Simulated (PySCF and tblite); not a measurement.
The numbers below are computed, except where a source is named.
# 4,4,4‐trifluorobutan‐2‐one, C4H5F3O, numbered as in [CH3:1][C:2](=[O:3])[CH2:4][C:5]([F:6])([F:7])[F:8]: conformational analysis

Search: ETKDG and KDG, MMFF94s, GFN2-xTB, 60 starts; geometries at GFN2-xTB. Energies: PBE0-D3(BJ)/pcseg-1, with GFN2-xTB thermal terms (modes under about 100 cm⁻¹ blended into free rotors). Symmetry numbers and mirror images are counted. Conformers within 3 kcal/mol (GFN2-xTB free energy) were kept, 4 at most. GIAO shieldings: HCTH407/cc-pVDZ, grid level 1. (PySCF 2.14, tblite 0.8.)

Torsions listed: O3–C2–C4–C5. Of a mirror pair one member is shown.

```tsv
conformer	shape	symmetry	E(GFN2) kcal/mol	E(DFT) kcal/mol	G(298.15 K) kcal/mol	weight %	dipole D
1	-138°	C1 (pair)	0.00	0.00	0.00	62.6	1.76
2	-16°	C1 (pair)	1.14	0.79	0.30	37.4	4.43
```

Weights (%) against temperature:

| T (K) | 1 | 2 | S(mix) cal/mol/K |
| --- | --- | --- | --- |
| 250 | 67.0 | 33.0 | 2.64 |
| 273.15 | 64.7 | 35.3 | 2.67 |
| 298.15 | 62.6 | 37.4 | 2.69 |
| 323.15 | 60.8 | 39.2 | 2.71 |
| 373.15 | 57.9 | 42.1 | 2.73 |

Coordinates of conformer 1 (Å):

```xyz
13

C     1.576    0.028   -0.471
C     0.765   -0.645    0.592
O     1.147   -1.577    1.242
C    -0.628   -0.049    0.848
C    -1.408    0.304   -0.403
F    -1.403   -0.679   -1.314
F    -2.694    0.556   -0.119
F    -0.941    1.399   -1.024
H     1.561    1.109   -0.347
H     1.153   -0.202   -1.448
H     2.598   -0.339   -0.439
H    -0.515    0.864    1.440
H    -1.216   -0.767    1.424
```

Coordinates of conformer 2 (Å):

```xyz
13

C    -1.988   -0.242   -0.051
C    -0.542   -0.652   -0.042
O    -0.164   -1.787   -0.051
C     0.419    0.542   -0.019
C     1.831    0.148    0.378
F     2.618    1.240    0.468
F     1.880   -0.445    1.575
F     2.420   -0.663   -0.501
H    -2.612   -1.094   -0.303
H    -2.157    0.570   -0.754
H    -2.259    0.108    0.944
H     0.068    1.301    0.682
H     0.464    0.981   -1.019
```


Conformer gaps in pcseg-1 on xTB geometries can be 2 kcal/mol off for S=O, P=O and other polar bonds.